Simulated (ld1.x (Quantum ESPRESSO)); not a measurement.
## Before and after: ultrasoft potential for molybdenum

* Element: Mo
* Generator: ld1.x (Quantum ESPRESSO) 7.5
* Type: ultrasoft
* Functional: PBE
* Relativity: fully relativistic
* Frozen core: [Kr]
* Valence charge: 6
* Reference configuration: 4d5 5s1 5p0
* Partial waves: 5s (bound): rcut 2.70, rcutus 2.85 bohr; 5s channel at 0.8 Ry: rcut 2.70, rcutus 2.85 bohr; 5p (bound, empty): rcut 2.85, rcutus 3.75 bohr; 5p channel at 1.4 Ry: rcut 2.85, rcutus 3.75 bohr; 4d (bound): rcut 2.10, rcutus 2.90 bohr; 4d channel at 3.05 Ry: rcut 2.10, rcutus 2.90 bohr
* Local potential: all-electron potential smoothed inside 3.65 bohr (lloc = -2)
* Core correction: none
* Augmentation charge: PSQ, radius 2.00 bohr

Open shells are filled in proportion to 2j + 1 (rel_dist='average').

All-electron outer shells of the reference configuration (PBE, scalar-relativistic, ld1.x):

```
shell  level (eV)  outermost node (bohr)  outermost maximum (bohr)
   4s      -64.35                   0.51                      0.99
   4p      -38.49                   0.52                      1.08
   5s       -4.09                   1.34                      2.93
   4d       -3.75                   0.53                      1.38
   5p       -1.04                   1.54                      4.11
```

Change: waves 4d (bound): rcut 2.10, rcutus 3.28 bohr; 4d channel at 3.05 Ry: rcut 2.10, rcutus 3.28 bohr.

Cutoffs: the cutoffs (Ry, on a coarse ladder) from which the occupation-weighted sum of valence levels, in a spherical-Bessel basis at the reference potential, stays within 10 and 1 mRy of its value at 400 Ry; they do not see the model core or the augmentation charge, which bear on the density cutoff. Errors are all-electron minus pseudo energies relative to the spin-unpolarised reference configuration.

Question: How do hardness, ghosts and transferability respond?

Answer: The potential gets softer (12 Ry and 18 Ry → 8 Ry and 15 Ry); both files keep a bound ghost (s); the number of tests that count goes from 7 to 6; of the 6 tests that both files solve, the error grows in 3 and shrinks in 1 by more than 15 % and 0.3 meV (median size 16.9 → 21.8 meV). A larger radius leaves more room for a smooth pseudo-wave, so fewer plane waves are needed.

| quantity | base | changed |
| --- | --- | --- |
| cutoff, loose | 12 Ry | 8 Ry |
| cutoff, tight | 18 Ry | 15 Ry |
| loose cutoff by channel (10 mRy a level) | s 6 Ry, d 10 Ry | s 6 Ry, d 8 Ry |
| bound ghosts | s | s |
| tests counted (converged, no solver errors) | 7 of 7 | 6 of 7 |
| error for 4d5 5s0 5p0, meV [ΔE 6.89 eV] | +49 | +42 |
| error for 4d4 5s0 5p0, meV [ΔE 22.35 eV] | +54 | +76 |
| error for 4d3 5s0 5p0, meV [ΔE 49.09 eV] | +2.4 | +25 |
| error for 4d4 5s2 5p0, meV [ΔE 0.20 eV] | +14 | -1.3 |
| error for 4d4 5s1 5p1, meV [ΔE 3.74 eV] | -2.8 | -8.9 |
| error for 4d4 5s1 5p0, meV [ΔE 8.06 eV] | -20 | -19 |
| s: phases at 4.03 bohr within 0.05 rad from the reference energy up to (Ry; the scan ends near 5) | to the end of the scan | to the end of the scan |
| p1/2: phases at 4.03 bohr within 0.05 rad from the reference energy up to (Ry; the scan ends near 5) | 2.1 | 2.1 |
| p3/2: phases at 4.03 bohr within 0.05 rad from the reference energy up to (Ry; the scan ends near 5) | 2.2 | 2.2 |
| d3/2: phases at 4.03 bohr within 0.05 rad from the reference energy up to (Ry; the scan ends near 5) | 0.4 | 0.6 |
| d5/2: phases at 4.03 bohr within 0.05 rad from the reference energy up to (Ry; the scan ends near 5) | 0.5 | 0.5 |
| lowest overlap eigenvalue by channel | s 0.64, p1/2 0.65, p3/2 0.65, d3/2 0.77, d5/2 0.77 | s 0.64, p1/2 0.65, p3/2 0.65, d3/2 0.78, d5/2 0.77 |

Changed file: Tests not counted: 4d2 5s0 5p0 (solver errors, printed error -30.2 eV). A true bound ghost makes a file unfit for plane-wave use even where its test errors are small: the radial tests pick states by their node count and pass the ghost by. Where a test does run into it, the solver fails or the error is huge.
